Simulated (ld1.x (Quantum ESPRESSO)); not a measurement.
## Hf: variants of one TM potential

Base potential:

ld1.x (Quantum ESPRESSO) 7.5 input, shortened:

```
&input
   title='Hf', zed=72., rel=2, dft='PBE', iswitch=3,
   config='[Xe] 4f14 5d1 6s0 6p0', rel_dist='average'
 /
 &inputp
   pseudotype=2, tm=.true., lloc=2,
   nlcc=.false.
 /
3
6S  1  0   0.00   0.00  2.50  2.50  0.0
6P  2  1   0.00   0.00  2.50  2.50  0.0
5D  3  2   1.00   0.00  2.15  2.15  0.0
 &test
   configts(1)='5d1 6s0 6p0'
 /
```

Open shells are filled in proportion to 2j + 1 (rel_dist='average').

All-electron outer shells of the reference configuration (PBE, scalar-relativistic, ld1.x):

```csv
shell,level (eV),outermost node (bohr),outermost maximum (bohr)
4f,-44.15,–,0.45
5d,-27.13,0.66,1.57
6s,-25.96,1.34,2.55
6p,-19.30,1.58,3.08
```

Cutoffs, loose and tight: the cutoffs (Ry, on a coarse ladder) from which the occupation-weighted sum of valence levels, in a spherical-Bessel basis at the reference potential, stays within 10 and 1 mRy of its value at 400 Ry. They do not see the model core or the augmentation charge, which bear on the density cutoff. Test errors are all-electron minus pseudo excitation energies from the reference, over the configurations 5d2 6s2 6p0; 5d2 6s1 6p0; 5d2 6s0 6p0; 5d2.5 6s1.5 6p0; 5d2 6s0 6p2; 5d1 6s2 6p0; 5d1 6s2 6p1. A dash means not determined; rows that change the core or the reference have their own tests. The largest error is taken over the tests solved by every variant that gives reliable tests at all: 5d1 6s2 6p0; 5d2 6s0 6p0; 5d2 6s1 6p0; 5d2 6s2 6p0; 5d2.5 6s1.5 6p0.

A true bound ghost makes a file unfit for plane-wave use even where its test errors are small: the radial tests pick states by their node count and pass the ghost by. Where a test does run into it, the solver fails or the error is huge.

Cutoffs are not given where the Bessel-basis levels miss the radial ones by over 6 mRy, ghosts where they miss by over 20 mRy; a channel whose overlap is not positive is not tested.

| change | outcome | cutoff, loose | cutoff, tight | bound ghosts | largest test error (meV) |
| --- | --- | --- | --- | --- | --- |
| base | generated, misses its reference levels by 0.43 eV | 21 Ry | 30 Ry | s, p3/2 | +1274 |
| local potential the p channel | generated | 21 Ry | 30 Ry | s | +1126 |
| core correction a·sin(br)/r model core inside 0.82 bohr | generated, misses its reference levels by 0.43 eV | 21 Ry | 30 Ry | s, p3/2 | -288 |
| wave 6p (bound): rc 2.50 bohr becomes 6p (bound): rc 3.44 bohr | generated, misses its reference levels by 0.43 eV | 21 Ry | 30 Ry | s, p3/2 | +1274 |
| wave 5d (bound): rc 2.15 bohr becomes 5d (bound): rc 2.46 bohr | generated, misses its reference levels by 0.42 eV | 21 Ry | 30 Ry | s, p3/2, p1/2 | +1262 |
| wave 6s (bound): rc 2.50 bohr becomes 6s (bound): rc 3.00 bohr | generated, misses its reference levels by 0.43 eV | 21 Ry | 30 Ry | s, p3/2 | +1261 |
| all radii scaled by about 1.20 (s 3.00, p 3.00, d 2.58 bohr) | generated, misses its reference levels by 0.42 eV | 21 Ry | 25 Ry | s, p3/2, p1/2 | +1237 |
| functional PW91 | generated, misses its reference levels by 0.43 eV | 21 Ry | 30 Ry | s, p3/2, p1/2 | +1448 |
| type PAW; waves now 6s (bound): rcut 2.15, rcutus 2.50 bohr; 6s channel at 1.35 Ry: rcut 2.15, rcutus 2.50 bohr; 6p (bound): rcut 2.15, rcutus 2.50 bohr; 6p channel at -1.05 Ry: rcut 2.15, rcutus 2.50 bohr; 5d (bound): rcut 1.85, rcutus 2.15 bohr; 5d channel at 0.25 Ry: rcut 1.85, rcutus 2.15 bohr; local potential all-electron potential smoothed inside 2.05 bohr (lloc = -1); core correction a·sin(br)/r model core, default radius (ld1.x builds one for every PAW set, though the input has nlcc=.false.); augmentation BESSEL, radius 1.30 bohr | generated | – | – | not determined | test run stopped at test 1 of 7 (negative rho) |

(1) What comes out with this change to the base: scalar-relativistic?

(2) What comes out with this change to the base: reference 5d2 6s2 6p0?

## Answers

(1) outcome: generated; cutoff, loose: 21 Ry; cutoff, tight: 30 Ry; bound ghosts: s, p; largest test error (meV): +1299.

(2) outcome: generated, misses its reference levels by 0.28 eV; cutoff, loose: 21 Ry; cutoff, tight: 30 Ry; bound ghosts: s, p3/2; largest test error (meV): +346 over the solved tests; 2 of 7 tests not solved or not reliable.
